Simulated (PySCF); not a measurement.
Structure problem from calculated spectra and properties.

Formula: C9H7P.

* 13C NMR: chemical shifts (computed TMS as zero) by class: 152.8 (1 C), 145.4 (1 C), 128.5 (1 C), 126.2 (1 C), 125.7 (1 C), 125.0 (1 C), 121.8 (1 C), 121.8 (1 C), 117.9 (1 C) ppm [GIAO KT3/pcSseg-1]
* UV, strongest line: among the 10 lowest singlet transitions: S5 at 5.58 eV (222 nm, f = 0.723) [TDDFT CAM-B3LYP/def2-SVPD]
* UV, first state: lowest singlet excitation: 4.06 eV (305 nm, f = 0.103) [TDDFT CAM-B3LYP/def2-SVPD]
* NMR, other nuclei: isotropic shieldings of nuclei other than C and H, by class: 136 (1 P) ppm [GIAO KT3/pcSseg-1]
* Valence photoelectron: vertical ionisation energy: 8.02 eV [ΔSCF CAM-B3LYP/def2-SVPD]
* Polarisability: 130.4 au [CAM-B3LYP/def2-SVPD]
* 1H NMR: chemical shifts (computed TMS as zero) by class: 8.93 (1 H), 8.14 (1 H), 7.75 (1 H), 7.69 (1 H), 7.66 (1 H), 7.52 (1 H), 7.36 (1 H) ppm [GIAO KT3/pcSseg-1]
* Rotational structure: rotational constants A, B, C: 2.353, 1.066, 0.733 GHz [PBE0-D3(BJ)/def2-SVP]

Electronic properties: PySCF, gas phase, density fitting. Levels stand in brackets. Geometry: PBE0-D3(BJ)/def2-SVP; no solvent, vibrations or thermal averaging. NMR values are class means; diastereotopic atoms form classes of their own.

Problem. What is the compound? Reason from the data.

Solution. Numbering: `[cH:1]1[cH:2][cH:3][c:4]2[p:5][cH:6][cH:7][cH:8][c:9]2[cH:10]1`. 9 carbons fall into 9 classes; from least to most shielded: aromatic CH carbon [C6] (152.8 ppm), ring-fusion aromatic carbon [C4] (145.4 ppm), aromatic CH carbon [C3] (128.5 ppm), ring-fusion aromatic carbon [C9] (126.2 ppm), aromatic CH carbon [C10] (125.7 ppm), aromatic CH carbon [C8] (125.0 ppm), aromatic CH carbon [C1] (121.8 ppm), aromatic CH carbon [C7] (121.8 ppm), aromatic CH carbon [C2] (117.9 ppm). Hydrogen classes from least to most shielded: 1 H on an aromatic CH carbon, C6 (8.93 ppm), 1 H on an aromatic CH carbon, C3 (8.14 ppm), 1 H on an aromatic CH carbon, C10 (7.75 ppm), 1 H on an aromatic CH carbon, C7 (7.69 ppm), 1 H on an aromatic CH carbon, C8 (7.66 ppm), 1 H on an aromatic CH carbon, C1 (7.52 ppm), 1 H on an aromatic CH carbon, C2 (7.36 ppm). The other shieldings belong to: 136 ppm, phosphorus bonded to 2 C [P5]. S1 is mainly HOMO→LUMO (weight 0.94); the largest Löwdin shares of the orbital it empties are 0.20 on the phosphorus bonded to 2 C, 0.14 on an aromatic CH carbon, 0.12 on an aromatic CH carbon and 0.10 on an aromatic CH carbon, of the orbital it fills 0.27 on the phosphorus bonded to 2 C, 0.16 on an aromatic CH carbon, 0.14 on an aromatic CH carbon and 0.07 on an aromatic CH carbon. The optimised geometry has point group Cs and is an asymmetric top. Structure: `c1ccc2pcccc2c1`. The assignments are read from this structure; whether some other isomer fits the data as well wasn't checked.
